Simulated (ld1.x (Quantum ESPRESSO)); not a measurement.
What one change does to a pseudopotential (bismuth (Bi), RRKJ)

ld1.x (Quantum ESPRESSO) 7.5 input, shortened:

```
&input
   title='Bi', zed=83., rel=1, dft='PBE', iswitch=3,
   config='[Xe] 4f14 5d10 6s2 6p2.5'
 /
 &inputp
   pseudotype=2, tm=.false., rho0=0.01, lloc=0,
   nlcc=.false.
 /
4
6P  2  1   2.50   0.00  1.75  1.75  0.0
5D  3  2  10.00   0.00  2.05  2.05  0.0
4F  4  3  14.00   0.00  0.55  0.55  0.0
6S  1  0   2.00   0.00  1.50  1.50  0.0
 &test
   configts(1)='4f14 5d10 6s2 6p2.5'
 /
```

Change: wave 6s (bound): rc 1.50 bohr becomes 6s (bound): rc 1.62 bohr.

Cutoffs: the cutoffs (Ry, on a coarse ladder) from which the occupation-weighted sum of valence levels, in a spherical-Bessel basis at the reference potential, stays within 10 and 1 mRy of its value at 400 Ry; they do not see the model core or the augmentation charge, which bear on the density cutoff. Errors are all-electron minus pseudo energies relative to the spin-unpolarised reference configuration.

**Question.** What does the change do?

**Answer.** Both files keep a bound ghost (p); of the 7 tests that both files solve, the error grows in 1 and shrinks in 3 by more than 15 % and 0.3 meV (median size 1.9 → 2.0 meV); the range in which the s phases agree widens (upper end 0.6 → 2.0).

| quantity | base | changed |
| --- | --- | --- |
| bound ghosts | p | p |
| error for 4f14 5d10 6s2 6p3, meV [ΔE -3.10 eV] | +1.9 | +2.0 |
| error for 4f14 5d10 6s2 6p2, meV [ΔE 4.82 eV] | -1.5 | -1.4 |
| error for 4f14 5d10 6s2 6p1, meV [ΔE 20.06 eV] | -1.2 | -1.9 |
| error for 4f14 5d9 6s2 6p3, meV [ΔE 30.23 eV] | +40 | +7.8 |
| error for 4f14 5d10 6s2 6p0, meV [ΔE 43.41 eV] | +8.8 | +2.8 |
| error for 4f14 5d10 6s1 6p0, meV [ΔE 88.81 eV] | +41 | +24 |
| error for 4f14 5d10 6s1 6p3, meV [ΔE 15.63 eV] | +0.7 | -0.4 |
| s: phases at 2.25 bohr within 0.05 rad from the reference energy up to (Ry; the scan ends near 5) | 0.6 | 2.0 |
| p: phases at 2.25 bohr within 0.05 rad from the reference energy up to (Ry; the scan ends near 5) | to the end of the scan | 3.8 |
| d: phases at 2.25 bohr within 0.05 rad from the reference energy up to (Ry; the scan ends near 5) | 0.7 | 0.6 |
| f: phases at 2.25 bohr within 0.05 rad from the reference energy up to (Ry; the scan ends near 5) | -0.5 | -0.5 |

 A true bound ghost makes a file unfit for plane-wave use even where its test errors are small: the radial tests pick states by their node count and pass the ghost by.
